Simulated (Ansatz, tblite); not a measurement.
Forces on `c1csc(-c2cnc(-c3cnc(-c4cnc(-c5cnc(-c6cncs6)s5)s4)s3)s2)n1` at its r2SCAN-D4/def2-SVP geometry. The state is a singlet with charge 0.

The xTB rows come from tblite. Single mean-field runs in def2-TZVP are fitted with def2-universal-jkfit.

GFN1-xTB (tblite), largest force 0.79 eV/Å:

```xyz
38
positions Å, forces eV/Å
C    -0.558    9.925    1.097   -0.193    0.423   -0.520
C    -0.932    9.722   -0.213    0.193   -0.030    0.639
S    -0.890    8.039   -0.576    0.170   -0.010    0.564
C    -0.368    7.728    1.077   -0.039   -0.072   -0.154
C    -0.102    6.400    1.569    0.114   -0.077    0.356
C     0.313    6.060    2.852   -0.106    0.529   -0.196
N     0.503    4.747    3.093   -0.162    0.025   -0.532
C     0.249    4.017    2.026   -0.069   -0.018   -0.236
C     0.370    2.585    2.001    0.116   -0.207    0.324
C     0.761    1.773    3.064   -0.052    0.573   -0.004
N     0.806    0.450    2.820   -0.162    0.207   -0.479
C     0.460    0.171    1.579   -0.080    0.083   -0.241
C     0.421   -1.163    1.050    0.088   -0.267    0.213
C     0.732   -2.332    1.739    0.003    0.453    0.145
N     0.626   -3.481    1.041   -0.151    0.459   -0.365
C     0.234   -3.266   -0.199   -0.061    0.246   -0.130
C     0.033   -4.298   -1.174   -0.070   -0.097   -0.262
C    -0.372   -4.216   -2.503    0.046    0.528    0.310
N    -0.470   -5.383   -3.173    0.217   -0.211    0.661
C    -0.148   -6.404   -2.402    0.042   -0.187    0.084
C    -0.165   -7.770   -2.862   -0.111   -0.087   -0.395
C    -0.507   -8.212   -4.133    0.013    0.506    0.193
N    -0.448   -9.555   -4.330    0.221    0.053    0.754
C    -0.070  -10.171   -3.244    0.028    0.082    0.118
S     0.249   -9.139   -1.877   -0.156   -0.134   -0.560
S     0.305   -5.966   -0.764   -0.198   -0.019   -0.664
S    -0.033   -1.564   -0.580    0.141   -0.455    0.334
S     0.044    1.589    0.616    0.171   -0.350    0.466
S    -0.256    4.953    0.621    0.175   -0.147    0.539
N    -0.246    8.811    1.810   -0.155   -0.252   -0.596
H    -0.503   10.906    1.576   -0.001   -0.388   -0.119
H    -1.222   10.458   -0.963    0.138   -0.293    0.376
H     0.480    6.807    3.632   -0.026   -0.342   -0.187
H     1.019    2.177    4.046   -0.067   -0.248   -0.296
H     1.046   -2.333    2.784   -0.099   -0.113   -0.363
H    -0.608   -3.276   -3.010    0.081   -0.380    0.156
H    -0.806   -7.537   -4.937    0.089   -0.316    0.204
H     0.052  -11.253   -3.154   -0.089    0.534   -0.140
```

GFN2-xTB (tblite), largest force 1.18 eV/Å:

```
C -0.025 -0.092 -0.110
C 0.115 0.175 0.438
S 0.013 0.116 0.079
C 0.167 0.220 0.621
C 0.054 0.249 0.255
C 0.027 -0.118 0.053
N -0.305 0.344 -0.912
C 0.169 -0.026 0.555
C 0.092 0.114 0.341
C 0.013 -0.125 0.002
N -0.273 0.653 -0.717
C 0.167 -0.222 0.491
C 0.111 0.000 0.369
C -0.004 -0.180 -0.067
N -0.230 0.956 -0.480
C 0.153 -0.346 0.409
C -0.034 0.142 -0.073
C -0.024 -0.024 -0.087
N 0.313 0.043 1.057
C -0.189 0.058 -0.611
C -0.119 0.269 -0.318
C -0.005 -0.141 -0.057
N 0.299 0.321 1.092
C -0.181 0.132 -0.568
S -0.050 -0.100 -0.196
S -0.038 0.052 -0.112
S 0.028 -0.073 0.071
S 0.040 -0.031 0.124
S 0.030 0.018 0.108
N -0.299 -0.126 -1.039
H -0.005 -0.588 -0.193
H 0.174 -0.461 0.444
H -0.064 -0.495 -0.360
H -0.123 -0.326 -0.508
H -0.166 -0.108 -0.585
H 0.118 -0.548 0.230
H 0.153 -0.451 0.381
H -0.101 0.715 -0.129
```

r2SCAN-D4/def2-TZVP (Ansatz), largest force 0.51 eV/Å:

```
C -0.097 0.150 -0.279
C 0.017 0.069 0.078
S 0.097 0.281 0.408
C -0.039 -0.101 -0.160
C 0.049 -0.048 0.149
C -0.077 0.224 -0.188
N -0.033 0.023 -0.100
C -0.043 -0.049 -0.160
C 0.040 -0.075 0.111
C -0.050 0.276 -0.086
N -0.029 0.059 -0.078
C -0.054 0.015 -0.174
C 0.036 -0.114 0.087
C -0.021 0.298 0.019
N -0.032 0.074 -0.083
C -0.060 0.082 -0.173
C -0.016 -0.038 -0.066
C 0.069 0.163 0.277
N 0.027 0.002 0.089
C 0.054 -0.069 0.162
C -0.031 -0.068 -0.123
C 0.029 0.243 0.169
N 0.029 -0.010 0.095
C 0.068 -0.124 0.188
S -0.144 0.060 -0.464
S -0.138 0.207 -0.398
S 0.134 -0.225 0.381
S 0.142 -0.085 0.449
S 0.127 0.087 0.452
N -0.034 -0.023 -0.121
H -0.014 -0.344 -0.151
H 0.103 -0.257 0.267
H -0.044 -0.282 -0.231
H -0.078 -0.177 -0.313
H -0.102 -0.042 -0.353
H 0.070 -0.319 0.138
H 0.094 -0.256 0.241
H -0.051 0.392 -0.056
```
